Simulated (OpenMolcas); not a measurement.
## Os5+: effect of the basis set

| Quantity | Value |
| --- | --- |
| Program | OpenMolcas |
| Method | MS-CASPT2, IPEA 0.25 Eh, imaginary shift 0.1 Eh (closed shells correlated: 5s 5p) |
| Active space | 3 electrons in 5 orbitals (5d) |
| State averaging | 2S+1 = 4 even, 10 roots; 2S+1 = 2 even, 40 roots |
| Spin-orbit coupling | RASSI with atomic mean-field integrals over the reference wave functions, term energies averaged over their components |

A. ANO-R1 [7s5p4d2f], X2C, finite nucleus; CASPT2 step about 8 core-seconds
B. ANO-RCC-VDZP [7s6p4d2f1g], DKH2, point nucleus; CASPT2 step about 7 core-seconds
C. ANO-R2 [8s6p5d3f1g], X2C, finite nucleus; CASPT2 step roughly 12 core-seconds
D. ANO-RCC-VTZP [8s7p5d3f2g1h], DKH2, point nucleus; CASPT2 step of the order of 22 core-seconds
E. ANO-R3 [10s7p6d4f3g2h], X2C, finite nucleus; CASPT2 step roughly 50 core-seconds
F. ANO-RCC-VQZP [9s8p6d4f3g2h], DKH2, point nucleus; CASPT2 step of the order of 50 core-seconds

Energies in cm⁻¹ above 5d³ ⁴F_3/2, the measured ground level; measured values from the list in Brasseur, Palmeri and Quinet, Atoms 13, 11 (2025).

```csv
Level,A,B,C,D,E,F,Measured
5d³ ⁴F_3/2,0.0,0.0,0.0,0.0,0.0,0.0,0.0
5d³ ⁴F_5/2,6950,7310,6510,6510,6350,6310,6397
5d³ ⁴F_7/2,12440,12950,11630,11650,11380,11330,11444
5d³ ⁴F_9/2 [55 %],16020,16490,14940,14980,14640,14610,
5d³ ⁴P_1/2 [67 %],18320,18610,17120,17340,17130,17140,16772
5d³ ²G_7/2,24950,25600,23350,23420,22950,22960,22920
5d³ ²H_9/2 [56 %],26450,27040,24610,24710,24180,24170,24028
5d³ ⁴P_5/2,26730,27270,25280,25530,25170,25140,24828
5d³ ²P_1/2 [67 %],31530,32450,29380,29570,29100,29100,28860
5d³ ²H_11/2,35440,36020,32920,33080,32420,32450,32156
5d³ ²D_5/2(1),37200,38120,35290,35430,34880,34900,34418
5d³ ²G_9/2 [56 %],40190,41320,37630,37750,37000,36990,37019
5d³ ²P_3/2 [56 %],43400,44820,40790,40950,40260,40280,40203
5d³ ²F_5/2,43440,43850,40790,40990,40450,40510,39601
5d³ ²F_7/2,44360,44910,41540,41730,41150,41190,40447
5d³ ²D_3/2(2),64990,65740,62000,62230,61510,61640,
5d³ ²D_5/2(2),65690,66730,62650,62850,62060,62200,61005
```

Deviations, from unrounded energies. A percentage is the sum of absolute deviations over the sum of measured energies, with the sign that they share, or ± where signs differ.

```tsv
Against measurement	Levels	A	B	C	D	E	F
mean absolute deviation (cm-1)	14	2600	3400	670	820	330	360
fine structure of the ground term (%)	2	+8.7	+13.5	+1.7	+1.8	-0.6	-1.1
other terms of the ground configuration (%)	12	+8.8	+11.1	+2.3	+2.8	±1.1	±1.2
```

E lies closest to measurement on these levels and B furthest from it. The largest miss of E in the table is 5d³ ²D_5/2(2), by +1100 cm-1. The ranking rests on the paired levels alone, and a cruder setting can come out closer through cancelling errors.

The two smallest mean deviations differ by little beside CASPT2's spread within terms, so their order carries little weight.

Among A to F the level of the table that moves most is 5d³ ²D_5/2(2), by 4700 cm-1 (lowest in E, highest in B). Moves below CASPT2's spread within the term are not significant.

Term energies are means over components that CASPT2 splits; among the terms shown or strongly mixed into the levels shown the widest spread is 610 cm-1 (5d³ ⁴F, C). The CASPT2 spread within a term exceeds the gap to the next term for 5d³ ²D(1) and 5d³ ²H, so the order of their levels is uncertain (holds for A). The basis is small and was not contracted for so high a charge (holds for A; B). Measured partners are found by configuration, term and J. A level has none where our copy of the source lacks it or the pairing is in doubt (some pairs that miss far off the trend of their configuration count as doubtful), and it then counts in no deviation. Only configurations of the active space appear. Levels that lie high or do not pair safely by name in every column are left out.

A share in square brackets marks a mixed level and gives the weight of the term that names it, the lowest over the columns. A number in round brackets counts repeated terms of one configuration in the order of the reference energies.
